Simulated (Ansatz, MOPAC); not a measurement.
Molecule: CH9Si3, net charge 0, doublet state. SMILES: C[Si]([SiH3])[SiH3]

Atoms: C1, Si2, Si3, Si4, H5, H6, H7, H8, H9, H10, H11, H12, H13. Bonds: C1-Si2, C1-H5, C1-H6, C1-H7, Si2-Si3, Si2-Si4, Si3-H8, Si3-H9, Si3-H10, Si4-H11, Si4-H12, Si4-H13.

Bond lengths (Å) and angles (degrees) optimised at AM1 with MOPAC; PM6 with MOPAC; HF/3-21G with Ansatz (a first-principles code); HF/6-31G* with Ansatz; B3LYP/6-31G* with Ansatz; MP2/6-31G* with Ansatz, each started from the B3LYP-D3(BJ)/def2-TZVP structure (Ansatz) of the last column. A row stands for all coordinates that are equal there; 12 of 19 kinds are shown. 6-31G* holds six Cartesian d functions. No wavenumbers were computed at MP2/6-31G*, so these may be saddle points.

```tsv
coordinate	AM1	PM6	HF/3-21G	HF/6-31G*	B3LYP/6-31G*	MP2/6-31G*	B3LYP-D3(BJ)/def2-TZVP
C1-Si2	1.784	1.879	1.934	1.910	1.910	1.903	1.893
C1-H5	1.116	1.101	1.084	1.085	1.095	1.093	1.091
C1-H6	1.118	1.103	1.086	1.087	1.097	1.095	1.093
Si2-Si3	2.392	2.108	2.384	2.351	2.347	2.334	2.333
Si3-H8	1.467	1.506	1.491	1.481	1.494	1.491	1.488
Si3-H9	1.466	1.506	1.489	1.479	1.491	1.488	1.485
Si3-H10	1.466	1.509	1.488	1.478	1.489	1.487	1.483
C1-Si2-Si3	122.4	119.8	112.1	112.9	113.5	113.1	113.3
Si3-Si2-Si4	111.7	120.4	112.2	115.1	115.5	115.7	114.4
Si2-C1-H5	111.7	113.2	110.6	111.0	110.8	110.9	110.9
Si2-C1-H6	111.6	111.9	110.2	111.2	111.1	110.9	110.5
Si2-Si3-H8	109.4	114.2	111.0	112.4	113.3	112.4	112.5
```

Mean signed difference of all 12 bond lengths from B3LYP-D3(BJ)/def2-TZVP: AM1 -0.002 Å, PM6 -0.025 Å, HF/3-21G 0.012 Å, HF/6-31G* 0.000 Å, B3LYP/6-31G* 0.008 Å, MP2/6-31G* 0.003 Å.
